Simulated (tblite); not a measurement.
Compound: C7H4N (doublet state).
Numbering: `[N:1]#[C:2][c:3]1[cH:4][cH:5][c:6][cH:7][cH:8]1` (hydrogens: H9 on C4; H10 on C5; H11 on C7; H12 on C8)

Geometry (GFN2-xTB, Å), atoms numbered from 1 in this order:
```
atom  x, y, z in Å
N1     3.2926   -0.6413   -0.3810
C2     2.1750   -0.4236   -0.2521
C3     0.7945   -0.1556   -0.0929
C4    -0.0894   -1.2118    0.1287
C5    -1.4451   -0.9446    0.2847
C6    -1.8402    0.3593    0.2109
C7    -1.0158    1.4252   -0.0043
C8     0.3407    1.1618   -0.1617
H9     0.2783   -2.2266    0.1770
H10   -2.1435   -1.7489    0.4559
H11   -1.3852    2.4379   -0.0550
H12    1.0392    1.9676   -0.3363
```

Computed with GFN2-xTB (tblite): harmonic, unscaled wavenumbers at the GFN2-xTB geometry, gas phase. Errors from tens to a few hundred cm⁻¹ against measured bands are possible. Open shells enter through the occupations alone, without spin polarisation, and single modes of such species can be off by tens of per cent.

Q: How many normal modes are there?

A: 12 atoms, non-linear: 3N − 6 = 30.

Q: What is the point group of the computed structure, and how do the modes divide by symmetry?

A: C2v. The vibrations span 11 a1 + 3 a2 + 16 of b1 or b2.

Q: How many distinct wavenumbers does the calculation give?

A: 30: C2v has no degenerate species.

Q: How many fundamentals are allowed in the infrared by symmetry?

A: 27 of 30: in C2v a2 modes are forbidden. All fundamentals are allowed in the Raman spectrum.

Q: Zero-point energy?

A: Half the sum of the wavenumbers, 18219 cm⁻¹, or 52.1 kcal/mol from 30 modes, 23.3 kcal/mol of it from above 1550 cm⁻¹.

Q: What thermal excitation has the softest real mode at 298.15 K?

A: θ = hcν̃/k = 196 K for 135.9 cm⁻¹, so N1/N0 = 0.52 and ⟨v⟩ = 1/(exp(θ/T) − 1) = 1.1.
